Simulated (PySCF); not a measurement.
HBN, doublet, at a GFN2-xTB geometry. Base run: MP2/cc-pVTZ in PySCF.

PySCF was given this input:
```python
from pyscf import gto, scf, mp

mol = gto.Mole()
mol.atom = '''
    B    -0.00000000   -0.00000000   -0.84064362
    N     0.00000000    0.00000000    0.40129173
    H     0.00000000    0.00000000    1.39417598
'''
mol.basis = 'cc-pvtz'
mol.spin = 1
mol.verbose = 4
mol.build()

mf = scf.UHF(mol)
mf.kernel()

pt = mp.MP2(mf)
pt.kernel()
print('E(MP2) = %.10f' % pt.e_tot)
mf.analyze()
```

Each row names what was changed in the base input (with any setting that the change needs).

| change | ΔE vs base (kcal/mol) | MP2 correlation (Eh) | basis functions | core-seconds (rough) |
|---|---|---|---|---|
| base | 0.000 | -0.29502 | 74 | 2 |
| density fitting = JK and correlation | 0.054 | -0.29496 | 74 | 0.8 |
| cart = on | (withheld) | (withheld) | (withheld) | 2 |
| frozen = 3 | 66.4 | -0.18915 | 74 | 2 |
| method = ccsd(t) | -16.16 | -0.29502 | 74 | 30 |
| frozen = 1 | 8.88 | -0.28087 | 74 | 2 |
| frozen = 2 | 16.89 | -0.26811 | 74 | 2 |
| method = ccsd | -7.28 | -0.29502 | 74 | 10 |
| method = cisd | (withheld) | - | 74 | 8 |

Q: Complete the blanks.

A: 
- cart = on, ΔE vs base (kcal/mol): -3.95
- cart = on, MP2 correlation (Eh): -0.30054
- cart = on, basis functions: 85
- method = cisd, ΔE vs base (kcal/mol): 5.31

Open shells are given as the SCF converged; they aren't shown to be the lowest states, and a large step between rows can be another state.
